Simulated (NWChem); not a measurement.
System: 1,3,5-triazine (C3H3N3); SMILES c1ncncn1

The following NWChem deck was run.

```
start job
memory heap 200 mb stack 900 mb global 1100 mb
geometry units angstroms
  C      1.165509    -0.542800     0.030263
  N      0.124240    -1.345605    -0.109447
  C     -1.047729    -0.733653    -0.134081
  N     -1.228702     0.572137    -0.031898
  C     -0.117776     1.276443     0.103840
  N      1.104464     0.773470     0.141315
  H      2.146982    -0.999822     0.055768
  H     -1.930031    -1.351391    -0.246999
  H     -0.217017     2.351297     0.191291
end
basis spherical
  * library 6-31g*
end
dft
  xc b3lyp
  iterations 150
end
driver
  maxiter 120
end
task dft optimize
task dft freq
```

The level has its own optimisation; frequencies are unscaled.

Q: Give the results of this calculation. (B3LYP/6-31G* (spherical d).) Quantities: r C–N (Å); r C–H (Å); highest harmonic frequency (cm⁻¹); lowest (cm⁻¹); zero-point energy (kcal/mol).

A: The r C–N (Å) comes out as 1.337 and the r C–H (Å) is 1.089. The highest harmonic frequency (cm⁻¹) comes out as 3200 and the lowest (cm⁻¹) comes out as 353. The zero-point energy (kcal/mol) is 41.2.
